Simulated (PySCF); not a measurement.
# Fractional electron number in Si⁺ (silicon, charge +1)

The 3p alpha orbital of [Ne] 3s2 3p1 is emptied in steps (occupation f), with all orbitals relaxed, ending at [Ne] 3s2. All numbers are calculated (PySCF 2.14, no relativity, point nucleus, in def2-SVP (4s3p1d, 18 functions)). The exact energy is a straight line in f; departures are measured from the line between the end points of the same method.

```json
{"f": "1", "UHF (eV)": "0.000", "LDA (eV)": "0.000", "PBE (eV)": "0.000", "PBE0 (eV)": "0.000", "r2SCAN (eV)": "0.000", "LC-wPBE (eV)": "0.000", "BHandHLYP (eV)": "0.000", "wB97X (eV)": "0.000", "BLYP (eV)": "0.000", "TPSS (eV)": "0.000"}
{"f": "0.9", "UHF (eV)": "0.029", "LDA (eV)": "-0.384", "PBE (eV)": "-0.378", "PBE0 (eV)": "-0.278", "r2SCAN (eV)": "-0.351", "LC-wPBE (eV)": "-0.042", "BHandHLYP (eV)": "-0.183", "wB97X (eV)": "-0.066", "BLYP (eV)": "-0.384", "TPSS (eV)": "-0.365"}
{"f": "0.7", "UHF (eV)": "0.067", "LDA (eV)": "-0.900", "PBE (eV)": "-0.883", "PBE0 (eV)": "-0.647", "r2SCAN (eV)": "-0.812", "LC-wPBE (eV)": "-0.096", "BHandHLYP (eV)": "-0.427", "wB97X (eV)": "-0.152", "BLYP (eV)": "-0.897", "TPSS (eV)": "-0.851"}
{"f": "0.5", "UHF (eV)": "0.078", "LDA (eV)": "-1.074", "PBE (eV)": "-1.050", "PBE0 (eV)": "-0.767", "r2SCAN (eV)": "-0.957", "LC-wPBE (eV)": "-0.110", "BHandHLYP (eV)": "-0.506", "wB97X (eV)": "-0.177", "BLYP (eV)": "-1.068", "TPSS (eV)": "-1.010"}
{"f": "0.3", "UHF (eV)": "0.065", "LDA (eV)": "-0.903", "PBE (eV)": "-0.878", "PBE0 (eV)": "-0.640", "r2SCAN (eV)": "-0.796", "LC-wPBE (eV)": "-0.087", "BHandHLYP (eV)": "-0.423", "wB97X (eV)": "-0.145", "BLYP (eV)": "-0.894", "TPSS (eV)": "-0.844"}
{"f": "0.1", "UHF (eV)": "0.027", "LDA (eV)": "-0.386", "PBE (eV)": "-0.373", "PBE0 (eV)": "-0.271", "r2SCAN (eV)": "-0.337", "LC-wPBE (eV)": "-0.034", "BHandHLYP (eV)": "-0.180", "wB97X (eV)": "-0.061", "BLYP (eV)": "-0.381", "TPSS (eV)": "-0.357"}
{"f": "0", "UHF (eV)": "0.000", "LDA (eV)": "0.000", "PBE (eV)": "0.000", "PBE0 (eV)": "0.000", "r2SCAN (eV)": "0.000", "LC-wPBE (eV)": "0.000", "BHandHLYP (eV)": "0.000", "wB97X (eV)": "0.000", "BLYP (eV)": "0.000", "TPSS (eV)": "0.000"}
```

**Question.** For PBE, how does the orbital energy at f = 1 compare with the removal energy?

**Answer.** −ε = 12.215 eV against a total-energy difference of 16.416 eV. By Janak's theorem ε = ∂E/∂f, so the gap between them reflects the curvature. Along the path −ε is 13.051 (f = 0.9), 14.735 (f = 0.7), 16.431 (f = 0.5), 18.118 (f = 0.3), 19.753 (f = 0.1) eV.

| method | E(f=0) − E(f=1) (eV) | −ε at f=1 (eV) | −ε at f=0.5 (eV) |
| --- | --- | --- | --- |
| UHF | 15.803 | 16.128 | 15.797 |
| LDA | 16.363 | 12.101 | 16.353 |
| PBE | 16.416 | 12.215 | 16.431 |
| PBE0 | 16.427 | 13.338 | 16.448 |
| r2SCAN | 16.499 | 12.591 | 16.550 |
| LC-wPBE | 16.562 | 16.085 | 16.587 |
| BHandHLYP | 16.282 | 14.244 | 16.293 |
| wB97X | 16.293 | 15.552 | 16.314 |
| BLYP | 16.265 | 12.001 | 16.274 |
| TPSS | 16.511 | 12.459 | 16.531 |

Reference removal energy between the ground levels: 16.346 eV (measured; NIST Atomic Spectra Database, ionization energies). The calculation has no spin-orbit coupling. UHF lacks correlation.
